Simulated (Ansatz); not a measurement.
`N[SiH](F)[SiH2]F` + H₂O → `O[SiH](F)[SiH2]F` + NH₃  (formal hydrolysis of the Si–N bond)

Calculated with Ansatz (gas phase, PBE0-D4/def2-TZVP geometries, no zero-point term in ΔE). CCSD(T)/CBS is the MP2 limit (def2-TZVPP, def2-QZVPP) plus CCSD(T) − MP2 in def2-TZVPP, frozen cores. This one scheme is used for every species. Functionals use def2-TZVPP. B3LYP here is the variant with VWN-RPA as its local correlation; programs differ in this. One conformer a species, not always the lowest.

```tsv
level	ΔE (kJ/mol)	difference from CCSD(T)/CBS
PBE-D4	-34.5	0.7
r2SCAN-D4	-39.5	-4.3
PBE0-D4	-34.0	1.2
B3LYP-D4	-37.6	-2.4
ωB97X-V	-37.3	-2.1
ωB97M-V	-36.7	-1.5
B2PLYP	-39.9	-4.7
PBE	-36.4	-1.2
r2SCAN	-40.0	-4.8
PBE0	-35.6	-0.4
B3LYP	-40.6	-5.4
HF/def2-TZVPP	-44.1	-8.9
MP2/def2-TZVPP	-36.8	-1.6
SCS-MP2/def2-TZVPP	-39.1	-3.9
CCSD/def2-TZVPP	-38.2	-3.0
CCSD(T)/def2-TZVPP	-37.7	-2.5
HF/def2-QZVPP	-44.2	-9.0
MP2/def2-QZVPP	-35.4	-0.2
SCS-MP2/def2-QZVPP	-37.7	-2.5
HF/CBS(def2)	-44.3	-9.1
MP2/CBS(def2)	-34.3	0.9
CCSD/CBS(def2)	-35.7	-0.5
CCSD(T)/CBS	-35.2	0
```

Largest T1 diagnostic among the species: 0.012.

In def2-TZVPP, CCSD(T) changes the Hartree–Fock value by +6.3 kJ/mol (the triples alone add +0.5 kJ/mol) and MP2 by +7.3 kJ/mol.
